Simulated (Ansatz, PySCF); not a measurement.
CH6N2Si2, SMILES [SiH2]1N=C[Si@@H]1N. Atoms are numbered in the order given.

```xyz
11

N      2.1814     0.4822     0.7518
Si     0.8796    -0.2608    -0.0977
C     -0.6277    -1.1325     0.7588
N     -1.7144    -0.6298     0.2791
Si    -1.1519     0.7600    -0.7414
H      2.0523     1.2035     1.4521
H      3.1255     0.1130     0.7419
H      1.5271    -1.1853    -1.0785
H     -0.6833    -1.9637     1.4918
H     -1.5395     2.0555    -0.1074
H     -1.7055     0.7515    -2.1290
```
Charge 0, spin multiplicity 1.

The structure is a stationary point at B3LYP-D3(BJ)/def2-SVP. The structure was generated by enumeration; whether it is a known compound was not checked. Other conformers were not sampled.

Two levels are set side by side: PBE-D3(BJ)/def2-SVP (Ansatz, a program for electronic structure) and B3LYP-D3(BJ)/def2-SVP (Ansatz). Each level has its own optimised geometry; the coordinates shown are those of the second. Frequencies come from the Hessian of PySCF at each geometry. Differences are taken from unrounded values.

```
quantity                            B3LYP-D3(BJ)  PBE-D3(BJ)  PBE-D3(BJ) minus B3LYP-D3(BJ)
----------------------------------  ------------  ----------  -----------------------------
mean bond length (Å)                       1.523       1.533                          0.010
bond N1–Si2 (Å)                            1.723       1.733                          0.010
bond Si2–C3 (Å)                            1.940       1.949                          0.008
bond Si2–Si5 (Å)                           2.363       2.366                          0.003
bond C3–N4 (Å)                             1.290       1.298                          0.009
bond N4–Si5 (Å)                            1.814       1.826                          0.013
bond N1–H6 (Å)                             1.014       1.021                          0.007
bond N1–H7 (Å)                             1.014       1.021                          0.007
bond Si2–H8 (Å)                            1.495       1.510                          0.014
bond C3–H9 (Å)                             1.110       1.119                          0.009
bond Si5–H10 (Å)                           1.493       1.507                          0.013
bond Si5–H11 (Å)                           1.494       1.508                          0.014
highest harmonic wavenumber (cm⁻¹)          3684        3614                            -70
mean harmonic wavenumber (cm⁻¹)             1169        1133                            -36
zero-point energy (kcal/mol)               45.11       43.73                          -1.38
```

GGA bonds tend to be longer and softer than those of functionals with exact exchange. Differences between two approximate levels are no errors against the true value.
